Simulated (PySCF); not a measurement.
Species: C₅H₁₅OPSi₂.
Numbering: `[CH3:1][P@@:2]1(=[O:3])[CH2:4][C@H:5]([SiH3:6])[CH2:7][C@H:8]1[SiH3:9]`

NICS = −σ at a ghost point: NICS(0) at the centroid of the ring atoms, NICS(1) 1 Å to either side along the normal of their mean plane, zz for the tensor component along that normal. Level: GIAO PBE0/pcSseg-1 (PySCF, non-relativistic, gas phase) on the GFN2-xTB geometry, one conformer.

Ring bond lengths (Å), with Mayer bond orders in brackets: P2–C4 1.847 (0.88), C4–C5 1.528 (1.00), C5–C7 1.531 (1.00), C7–C8 1.522 (0.98), C8–P2 1.836 (0.87).

Q: Give the NICS values of each ring in ppm.

A: 
```tsv
ring	type	NICS(0)	NICS(1), two faces	NICS(1)zz, two faces	rms pucker (Å)	centre to ring atoms, mean (Å)
P2–C4–C5–C7–C8	5-membered ring with P; formal bonds all single	-5.4	-3.7 / -4.9	-4.3 / -4.1	0.20	1.37
```

Q: What do they say, and how far can they be read as aromaticity?

A: 
- P2–C4–C5–C7–C8: mean NICS(1)zz -4.2 ppm, shielded. P2, C4, C5, C7, C8 have four or more neighbours, so the value isn't read as a sign of a π ring current.

Q: Give the inner angles of the rings and the Hirshfeld charges of the ring atoms.

A: 
- P2–C4–C5–C7–C8: P2 96.0° (+0.430 e), C4 103.9° (-0.118 e), C5 106.1° (-0.108 e), C7 107.5° (-0.072 e), C8 103.5° (-0.157 e); sum 517.0° against 540° for a flat convex ring.

Rough CPU time on one thread of a shared machine: about 4 min (grids of density and orbitals included). This is the whole shielding run at PBE0/pcSseg-1, SCF included.
